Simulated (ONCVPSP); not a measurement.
# Debugging a pseudopotential input (Li, ONCVPSP 4.0.1)

Command:

```bash
oncvpspnr.x < Li.dat > Li.out
```

Input:

```
# ATOM AND REFERENCE CONFIGURATION
# atsym  z   nc   nv     iexc    psfile
  Li 3.00    1    1        4      upf
#
#   n    l    f
    1    0    2.00
    2    0    0.50
#
# PSEUDOPOTENTIAL AND OPTIMIZATION
# lmax
    2
#
#   l,   rc,      ep,       ncon, nbas, qcut
    0    2.05    0.00    4    9    3.60
    1    1.75    0.04    4    8    3.80
    2    1.80    0.26    3    6    5.40
#
# LOCAL POTENTIAL
# lloc, lpopt,  rc(5),   dvloc0
    4    5    1.65    0.00
#
# VANDERBILT-KLEINMAN-BYLANDER PROJECTORs
# l, nproj, debl
    0    2    3.10
    1    1    3.40
    2    2    0.00
#
# MODEL CORE CHARGE
# icmod, fcfact, rcfact
    2    0.55    1.15
#
# LOG DERIVATIVE ANALYSIS
# epsh1, epsh2, depsh
   -2.00    5.00    0.02
#
# OUTPUT GRID
# rlmax, drl
    6.00    0.01
#
# TEST CONFIGURATIONS
# ncnf
    2
# nvcnf
#   n    l    f
    1
    2    0    1.00
#
    2
    2    0    0.00
    2    1    1.00
#
```

Output (end):

```
         0.00001     0.00027        5.34

Calculating optimized projector #   2

 for l=   0

    Fraction of norm inside rc  0.158551
    Optimizing pswf for qcut=   3.61 a_B^-1,  ecut=   6.50 Ha
    Residual kinetic energy error=  1.56D-02 Ha

    Energy error per electron        Cutoff
         Ha          eV             Ha
         0.01000     0.27211        7.03
         0.00100     0.02721       12.04
         0.00010     0.00272       48.07
         0.00001     0.00027       75.13

   Wellstate for l =  1  n =  2
     eigenvalue =   0.0400
     asymptotic potential =   0.5400
     half-point radius =  3.3351

Calculating optimized projector #   1

 for l=   1

    Fraction of norm inside rc  0.274811
    Optimizing pswf for qcut=   3.81 a_B^-1,  ecut=   7.25 Ha
    Residual kinetic energy error=  9.83D-04 Ha

    Energy error per electron        Cutoff
         Ha          eV             Ha
         0.01000     0.27211        3.89
         0.00100     0.02721        7.24
         0.00010     0.00272       36.49
         0.00001     0.00027       64.63

   Wellstate for l =  2  n =  3
     eigenvalue =   0.2600
     asymptotic potential =   0.7600
     half-point radius =  5.2166
oncvpsp: ERROR debl =   3.100333333@

�[   0.000�k
for l=
```

Question: This input was made by a single change from one that runs to its end. What was changed?

Answer: The change: debl of l = 2 set to 0.00 Ha. The program stops during the generation: "oncvpsp: ERROR debl = 3.100333333 @". (oncvpspnr.x prints a scalar-relativistic banner.)
